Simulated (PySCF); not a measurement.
H5P2, SMILES [PH3+]P, charge +1. Atoms are numbered in the order given.

```xyz
7

P      1.1749    -0.1158     0.0000
P     -1.0223     0.0041     0.0000
H      1.2218     0.8663     1.0430
H      1.2218     0.8663    -1.0430
H     -1.5511    -0.6699    -1.1237
H     -1.5511    -0.6699     1.1237
H     -1.6291     1.2832     0.0000
```
Charge +1, spin multiplicity 1.

Geometry: PBE-D3(BJ)/def2-TZVP. The isomer is the one that the SMILES or the coordinates give; other isomers of the formula were not compared.

All values below come from PBE/pcJ-1 (PySCF).

Isotropic couplings with Fermi-contact, spin-dipole and both spin-orbit terms, one fixed conformer, no vibrational averaging. Isotopes: 1H, 31P.

Computed spin–spin coupling constants:
```csv
pair,bonds apart,J (Hz)
P1–P2,1,-330.9
P1–H3,1,127.7
P1–H4,1,127.7
P2–H5,1,450.8
P2–H6,1,450.8
P2–H7,1,439.4
P1–H5,2,23.4
P1–H6,2,23.4
P1–H7,2,4.7
P2–H3,2,-13.6
P2–H4,2,-13.6
H3–H4,2,-12.0
H5–H6,2,-6.5
H5–H7,2,0.5
H6–H7,2,0.5
H3–H5,3,17.4
H3–H7,3,7.1
H4–H6,3,17.4
H4–H7,3,7.1
```
